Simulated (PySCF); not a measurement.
Al (SMILES [Al-]), charge -1, triplet (in this run its highest filled SCF level lies above zero, so its values depend strongly on the basis, on diffuse functions most of all); PySCF with HF/STO-3G.

Here is a job for PySCF.
```python
from pyscf import gto, scf

mol = gto.Mole()
mol.atom = '''
    Al    0.00000000    0.00000000    0.00000000
'''
mol.basis = 'sto-3g'
mol.charge = -1
mol.spin = 2
mol.verbose = 5
mol.build()

mf = scf.UHF(mol)
mf.kernel()
```

Output, abridged:

```
PySCF version 2.14.0

[INPUT] verbose = 5
[INPUT] max_memory = 4000
[INPUT] num. atoms = 1
[INPUT] num. electrons = 14
[INPUT] charge = -1
[INPUT] spin (= nelec alpha-beta = 2S) = 2
[INPUT] symmetry False subgroup None
[INPUT] Mole.unit = angstrom
[INPUT] Symbol           X                Y                Z      unit          X                Y                Z       unit  Magmom
[INPUT]  1 Al     0.000000000000   0.000000000000   0.000000000000 AA    0.000000000000   0.000000000000   0.000000000000 Bohr   0.0
[INPUT] ---------------- BASIS SET ----------------
[INPUT] l, kappa, [nprim/nctr], expnt,             c_1 c_2 ...
[INPUT] Al
[INPUT] 0    0    [3    /1   ]  351.4214767       0.1543289673
                                64.01186067       0.5353281423
                                17.32410761       0.4446345422
[INPUT] 0    0    [3    /1   ]  18.89939621       -0.09996722919
                                4.391813233       0.3995128261
                                1.42835397        0.7001154689
[INPUT] 0    0    [3    /1   ]  1.395448293       -0.219620369
                                0.3893265318      0.2255954336
                                0.1523797659      0.900398426
[INPUT] 1    0    [3    /1   ]  18.89939621       0.155916275
                                4.391813233       0.6076837186
                                1.42835397        0.3919573931
[INPUT] 1    0    [3    /1   ]  1.395448293       0.01058760429
                                0.3893265318      0.5951670053
                                0.1523797659      0.462001012

nuclear repulsion = 0
number of shells = 5
number of NR pGTOs = 27
number of NR cGTOs = 9
basis = sto-3g
ecp = {}

******** <class 'pyscf.scf.uhf.UHF'> ********
method = UHF
initial guess = minao
damping factor = 0
level_shift factor = 0
DIIS = <class 'pyscf.scf.diis.CDIIS'>
diis_start_cycle = 1
diis_space = 8
diis_damp = 0
SCF conv_tol = 1e-09
SCF conv_tol_grad = None
SCF max_cycles = 50
direct_scf = True
direct_scf_tol = 1e-13
number electrons alpha = 8  beta = 6
Set gradient conv threshold to 3.16228e-05
E1 = -334.64135313164707  E2 = 96.06621164641533  Ecoul = 114.11435264001348  Exc = -18.048140993598153
init E= -238.575141485232
cond(S) = 2.43135696464072

  alpha mo_energy =
[-57.6976231   -4.68644806  -2.90270125  -2.90270125  -2.90270125
  -0.34554757   0.23259571   0.23259571   0.23259571]
  beta  mo_energy =
[-57.6976231   -4.68644806  -2.90270125  -2.90270125  -2.90270125
  -0.34554757   0.23259571   0.23259571   0.23259571]
multiplicity <S^2> = 2  2S+1 = 3
E1 = -343.6314270449723  E2 = 105.1821246582626  Ecoul = 124.00956923745645  Exc = -18.827444579193852
cycle= 1 E= -238.44930238671  delta_E= 0.126  |g|= 0.103  |ddm|= 1.59
  alpha mo_energy =
[-56.86136776  -3.94008083  -2.17862206  -2.17862206  -2.14780409
   0.05865858   0.40851716   0.40851716   0.79548299]
  beta  mo_energy =
[-56.84119268  -3.90578045  -2.13394135  -2.10468349  -2.10468349
   0.25032896   0.84735378   0.8992584    0.8992584 ]
multiplicity <S^2> = 2.0000052  2S+1 = 3.0000035
E1 = -343.2894434792177  E2 = 104.83631236254942  Ecoul = 123.61323714053852  Exc = -18.776924777989095
cycle= 2 E= -238.453131116668  delta_E= -0.00383  |g|= 0.00689  |ddm|= 0.0554
  alpha mo_energy =
[-5.69250582e+01 -3.97161198e+00 -2.21226197e+00 -2.21226197e+00
 -2.17277890e+00  5.44096750e-02  4.03591700e-01  4.03591700e-01
  7.92248612e-01]
  beta  mo_energy =
[-56.90321668  -3.93387936  -2.15902148  -2.12917307  -2.12917307
   0.24535894   0.84376355   0.89522524   0.89522524]
multiplicity <S^2> = 2.0000067  2S+1 = 3.0000045
E1 = -343.26436008782036  E2 = 104.81121199789884  Ecoul = 123.58447826454893  Exc = -18.773266266650097
cycle= 3 E= -238.453148089922  delta_E= -1.7e-05  |g|= 0.000149  |ddm|= 0.00393
  alpha mo_energy =
[-5.69251100e+01 -3.97163135e+00 -2.21229437e+00 -2.21229437e+00
 -2.17269048e+00  5.43915952e-02  4.03577112e-01  4.03577112e-01
  7.92237132e-01]
  beta  mo_energy =
[-56.90329316  -3.93394507  -2.15905748  -2.12925971  -2.12925971
   0.24535035   0.8437441    0.89519404   0.89519404]
multiplicity <S^2> = 2.0000069  2S+1 = 3.0000046
E1 = -343.2645366022941  E2 = 104.81138850301207  Ecoul = 123.58468135431136  Exc = -18.77329285129929
cycle= 4 E= -238.453148099282  delta_E= -9.36e-09  |g|= 9.02e-06  |ddm|= 0.000102
  alpha mo_energy =
[-5.69250812e+01 -3.97161298e+00 -2.21227460e+00 -2.21227460e+00
 -2.17268182e+00  5.43957795e-02  4.03581233e-01  4.03581233e-01
  7.92245916e-01]
  beta  mo_energy =
[-56.90326474  -3.93392941  -2.15904925  -2.12924795  -2.12924795
   0.24535531   0.84375169   0.89520139   0.89520139]
multiplicity <S^2> = 2.0000069  2S+1 = 3.0000046
E1 = -343.2644955821933  E2 = 104.81134748288419  Ecoul = 123.58463435319865  Exc = -18.773286870314465
cycle= 5 E= -238.453148099309  delta_E= -2.71e-11  |g|= 2.41e-06  |ddm|= 6.49e-06
  alpha mo_energy =
[-5.69250889e+01 -3.97161767e+00 -2.21227969e+00 -2.21227969e+00
 -2.17268405e+00  5.43947615e-02  4.03580224e-01  4.03580224e-01
  7.92243949e-01]
  beta  mo_energy =
[-56.90327239  -3.93393352  -2.15905203  -2.12925099  -2.12925099
   0.24535413   0.8437499    0.89519972   0.89519972]
multiplicity <S^2> = 2.0000069  2S+1 = 3.0000046
E1 = -343.26450390225614  E2 = 104.81135580294487  Ecoul = 123.58464388749573  Exc = -18.773288084550856
Extra cycle  E= -238.453148099311  delta_E= -2.1e-12  |g|= 1.49e-07  |ddm|= 1.28e-06
converged SCF energy = -238.453148099311  <S^2> = 2.0000069  2S+1 = 3.0000046
```
